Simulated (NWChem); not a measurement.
System: PbF$_{2}$, singlet; SMILES [F][Pb][F]

Results from NWChem. Low-valent species are run as closed-shell singlets; no triplet was tried in these runs. Coordinates come from a PBE0/def2-SVP optimisation. def2 effective core potentials on Pb; no spin-orbit coupling. Ions are spin-unrestricted doublets at the neutral geometry; other ion states weren't tried. Functional: LC-ωPBE (HJS hole) with def2-SVP; rows give the range parameter ω in 1/bohr.

Question: At which range parameter does −ε(HOMO) equal the ΔSCF ionisation energy (optimal tuning)?

Answer: about 0.54 per bohr, by linear interpolation in these runs:
```csv
range parameter (1/bohr),"vertical ionisation energy, ΔSCF (eV)",−ε(HOMO) (eV),ΔSCF minus −ε(HOMO) (eV)
0.05,10.84,7.90,2.94
0.35,11.31,10.85,0.46
0.40,11.41,11.13,0.28
0.80,11.92,12.43,-0.51
```
